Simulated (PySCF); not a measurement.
# Energy of Sn⁺ (tin, charge +1) between two integer charges

The 5p alpha orbital of [Kr] 4d10 5s2 5p1 is emptied in steps (occupation f), with all orbitals relaxed, ending at [Kr] 4d10 5s2. All numbers are calculated (PySCF 2.14, scalar relativity through the core potential, in def2-TZVPPD with the def2 core potential (28 electrons) (7s5p4d2f, 56 functions)). The exact energy is a straight line in f; departures are measured from the line between the end points of the same method.

**Question.** Among UHF, LDA, PBE, PBE0, r2SCAN, LC-wPBE, BHandHLYP, wB97X, CAM-B3LYP, HSE06, which shows the largest delocalisation error (convex curve), and which is closest to linear?

**Answer.** Most convex: LDA (-0.900 eV at f = 0.4); closest to linear: LC-wPBE (-0.034 eV).

| f | UHF (eV) | LDA (eV) | PBE (eV) | PBE0 (eV) | r2SCAN (eV) | LC-wPBE (eV) | BHandHLYP (eV) | wB97X (eV) | CAM-B3LYP (eV) | HSE06 (eV) |
| --- | --- | --- | --- | --- | --- | --- | --- | --- | --- | --- |
| 1 | 0.000 | 0.000 | 0.000 | 0.000 | 0.000 | 0.000 | 0.000 | 0.000 | 0.000 | 0.000 |
| 0.8 | 0.045 | -0.598 | -0.578 | -0.421 | -0.546 | -0.028 | -0.287 | -0.086 | -0.248 | -0.491 |
| 0.6 | 0.067 | -0.899 | -0.867 | -0.630 | -0.811 | -0.038 | -0.431 | -0.132 | -0.373 | -0.735 |
| 0.4 | 0.066 | -0.900 | -0.866 | -0.627 | -0.798 | -0.034 | -0.431 | -0.135 | -0.373 | -0.734 |
| 0.2 | 0.044 | -0.599 | -0.576 | -0.415 | -0.518 | -0.018 | -0.288 | -0.093 | -0.248 | -0.487 |
| 0 | 0.000 | 0.000 | 0.000 | 0.000 | 0.000 | 0.000 | 0.000 | 0.000 | 0.000 | 0.000 |

| method | E(f=0) − E(f=1) (eV) | −ε at f=1 (eV) | −ε at f=0.4 (eV) |
| --- | --- | --- | --- |
| UHF | 13.749 | 14.035 | 13.690 |
| LDA | 14.403 | 10.682 | 15.152 |
| PBE | 14.222 | 10.618 | 14.951 |
| PBE0 | 14.260 | 11.623 | 14.800 |
| r2SCAN | 14.377 | 10.948 | 15.122 |
| LC-wPBE | 14.384 | 14.194 | 14.438 |
| BHandHLYP | 14.215 | 12.421 | 14.575 |
| wB97X | 14.141 | 13.618 | 14.234 |
| CAM-B3LYP | 14.365 | 12.813 | 14.676 |
| HSE06 | 14.277 | 11.212 | 14.900 |

Reference removal energy between the ground levels: 14.633 eV (measured; NIST Atomic Spectra Database, ionization energies). The calculation has no spin-orbit coupling. UHF lacks correlation.
